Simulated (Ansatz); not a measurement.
This geometry of CH₉BN₂ (13 atoms, charge 0, multiplicity 1) is a first-order saddle point.

These are results of RKS PBE0-D4/def2-SVP in Ansatz, not measurements.

```xyz
13
Properties=species:S:1:pos:R:3
B -0.042 0.394 0.383
N -0.267 -0.329 1.797
H -1.127 -0.860 1.906
H 0.509 -0.874 2.164
H 1.073 0.177 -0.067
H -0.966 0.177 -0.385
N -0.139 1.848 1.038
H -0.983 2.350 0.769
C 1.014 2.727 1.020
H 1.895 2.185 1.396
H 1.262 3.078 0.003
H 0.862 3.611 1.661
H -0.296 0.936 1.993
```

Task: Which two structures does it join? (They come from a converged band through this point; their orientation in space is the band's.)

Result: Bonds broken: N7–H13. Bonds formed: N2–H13.

Image 0:

```xyz
13
Properties=species:S:1:pos:R:3
B -0.157 0.305 0.471
N 0.264 -0.355 1.743
H -0.406 -1.006 2.138
H 1.166 -0.816 1.715
H 0.687 0.308 -0.427
H -1.286 0.014 0.067
N -0.324 1.937 0.825
H -0.688 2.412 -0.001
C 0.908 2.558 1.310
H 1.272 1.938 2.140
H 1.655 2.537 0.506
H 0.753 3.595 1.646
H -1.048 1.992 1.543
```

Image 10:

```xyz
13
Properties=species:S:1:pos:R:3
B -0.114 0.593 0.408
N -0.386 -0.303 1.810
H -0.475 -1.303 1.629
H 0.376 -0.160 2.474
H 0.953 0.128 0.000
H -1.076 0.292 -0.296
N -0.098 2.019 0.826
H -0.800 2.592 0.375
C 1.140 2.731 0.999
H 1.838 2.146 1.623
H 1.688 2.954 0.057
H 0.992 3.694 1.521
H -1.241 0.037 2.252
```

Task: How far does it lie above each of them?

Result: 65.9 kJ/mol above the first and 51.9 kJ/mol above the second. This is the barrier of this one path; another mechanism may lie lower. The orbitals stay closed-shell, which can raise the energy where a bond breaks towards radicals; this wasn't checked here.

The run took 11 min on 2 threads of Intel(R) Xeon(R) Processor @ 2.50GHz (Skylake/Cascade Lake), on a shared host, peak memory 0.22 GiB.
